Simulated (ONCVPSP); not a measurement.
## Which change was made? (Cr, ONCV)

* Element: Cr
* Generator: ONCVPSP 4.0.1
* Type: optimised norm-conserving Vanderbilt (ONCV)
* Functional: LDA (Perdew-Wang 92)
* Relativity: scalar-relativistic
* Frozen core: [Ne]
* Valence charge: 14
* Reference configuration: 3s2 3p6 3d5 4s1
* Partial waves: 3s+4s: rc 1.40 bohr, ncon 4, nbas 8, qcut 9 1/bohr, 2 projectors; 3p: rc 1.10 bohr, ncon 4, nbas 9, qcut 15.3 1/bohr, 1 projector; 3d: rc 1.25 bohr, ncon 3, nbas 7, qcut 12.1 1/bohr, 2 projectors, debl 0.5 Ha; f scattering state at 0.42 Ha: rc 1.15 bohr, ncon 4, nbas 8, qcut 9.2 1/bohr, 3 projectors, debl 3.6 Ha
* Local potential: polynomial inside 0.85 bohr (lpopt 5, dvloc0 0 Ha)
* Core correction: none

Cutoffs, loose and tight: the cutoffs (Ha) at which the residual kinetic energy of the hardest occupied pseudo-wave falls to 1 and 0.1 mHa per electron. They do not see the model core or the augmentation charge, which bear on the density cutoff. Test errors are all-electron minus pseudo excitation energies from the reference, over the configurations 3s2 3p6 3d5 4s0; 3s2 3p6 3d4 4s0; 3s2 3p6 3d3 4s0; 3s2 3p6 3d4 4s2; variants that change the core or the reference have their own tests. The largest error is taken over the tests solved by every variant that gives reliable tests at all, those not shown here included: 3s2 3p6 3d4 4s0; 3s2 3p6 3d4 4s2; 3s2 3p6 3d5 4s0.

The base gives: outcome: generated; cutoff, loose: 54 Ha; cutoff, tight: 69 Ha; bound ghosts: none; GHOST(+) flags above zero: s, f; largest test error (meV): +6.5.

Q: After one change the result is: outcome: generated; cutoff, loose: 69 Ha; cutoff, tight: 89 Ha; bound ghosts: f; GHOST(+) flags above zero: f; largest test error (meV): +5.6. Which change was it?
A. reference 3s2 3p6 3d4; waves 3s: rc 1.40 bohr, ncon 4, nbas 8, qcut 9 1/bohr, 2 projectors, debl 0.7 Ha; f scattering state at 0.42 Ha: rc 1.10 bohr, ncon 4, nbas 8, qcut 9.6 1/bohr, 3 projectors, debl 3.6 Ha
B. s: qcut 10.5; p: qcut 17.8; d: qcut 14.1; f: qcut 10.7
C. all radii scaled by about 1.09 (s 1.54, p 1.20, d 1.36, f 1.26 bohr); local potential polynomial inside 0.92 bohr (lpopt 5, dvloc0 0 Ha)

A: B. The others give: all radii scaled by about 1.09 (s 1.54, p 1.20, d 1.36, f 1.26 bohr); local potential polynomial inside 0.92 bohr (lpopt 5, dvloc0 0 Ha) → outcome: generated; cutoff, loose: 51 Ha; cutoff, tight: 62 Ha; bound ghosts: f; GHOST(+) flags above zero: f; largest test error (meV): +8.0 | reference 3s2 3p6 3d4; waves 3s: rc 1.40 bohr, ncon 4, nbas 8, qcut 9 1/bohr, 2 projectors, debl 0.7 Ha; f scattering state at 0.42 Ha: rc 1.10 bohr, ncon 4, nbas 8, qcut 9.6 1/bohr, 3 projectors, debl 3.6 Ha → outcome: generated, projector energies reset by the program; cutoff, loose: 55 Ha; cutoff, tight: 70 Ha; bound ghosts: f; GHOST(+) flags above zero: s; largest test error (meV): +21.
